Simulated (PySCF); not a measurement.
Screening by computed properties: pick the candidate that meets the target.

All species are isolated and taken at one optimised geometry, non-relativistic unless stated; the electronic structure was computed with PySCF and density fitting.

The conformers computed, where there is a choice (atom-mapped SMILES and torsion angles):
- `[CH3:1][CH2:2][O:3][Si@@H:4]([SiH3:5])[SiH2:6][SiH3:7]`: C1–C2–O3–Si4 -175°, C2–O3–Si4–Si5 53°, O3–Si4–Si6–Si7 10°
- `[CH3:1][C@H:2]([F:3])[CH2:4][C:5]([F:6])([F:7])[F:8]`: C1–C2–C4–C5 -73°, C2–C4–C5–F6 -51°
- `[CH3:1][P:2]([CH3:3])[CH2:4][c:5]1[cH:6][cH:7][cH:8][cH:9][cH:10]1`: C1–P2–C4–C5 69°, P2–C4–C5–C6 67°
- `[CH2:1]=[CH:2][c:3]1[c:4]([CH2:5][CH3:6])[cH:7][pH:8][c:9]1[CH3:10]`: C1–C2–C3–C4 44°, C3–C4–C5–C6 -106°
- `[CH3:1][c:2]1[n:3][s:4][n:5][c:6]1[S:7][C:8]([F:9])([F:10])[F:11]`: N5–C6–S7–C8 -2°, C6–S7–C8–F9 -61°

Task: Wanted: smallest rotational constant below 0.54 GHz (GFN2-xTB) and HOMO energy below -6.4 eV (PBE0/pcSseg-1), at GFN2-xTB geometries. Which candidate meets both?
A. `CCO[Si@@H]([SiH3])[SiH2][SiH3]`
B. `CP(C)Cc1ccccc1`
C. `C[C@H](F)CC(F)(F)F`
D. `C(c1c2n(cccc2)cc1)#N`

Result: A. Computed values:
| species | smallest rotational constant | HOMO energy |
| --- | --- | --- |
| CCO[Si@@H]([SiH3])[SiH2][SiH3] | 0.498 GHz | -7.70 eV |
| CP(C)Cc1ccccc1 | 0.591 GHz | -6.54 eV |
| C(c1c2n(cccc2)cc1)#N | 0.691 GHz | -6.19 eV |
| C[C@H](F)CC(F)(F)F | 1.125 GHz | -9.72 eV |

Task: Wanted: HOMO–LUMO gap between 4.8 eV and 6 eV (PBE0/pcSseg-1) and dipole moment above 1.1 D (PBE0/pcSseg-1), at GFN2-xTB geometries. Which candidate meets both?
A. `c1ccc2c(C#N)ccn2c1`
B. `FC(Sc1c(C)nsn1)(F)F`
C. `CCO[Si@@H]([SiH3])[SiH2][SiH3]`
D. `C[C@H](F)CC(F)(F)F`
E. `C(=C)c1c(C)[pH]cc1CC`

Result: B. Computed values:
```
                       species  HOMO–LUMO gap  dipole moment
            c1ccc2c(C#N)ccn2c1        4.70 eV         6.45 D
          C(=C)c1c(C)[pH]cc1CC        4.96 eV         1.04 D
           FC(Sc1c(C)nsn1)(F)F        5.69 eV         2.11 D
CCO[Si@@H]([SiH3])[SiH2][SiH3]        6.55 eV         1.21 D
            C[C@H](F)CC(F)(F)F       11.25 eV         0.84 D
```
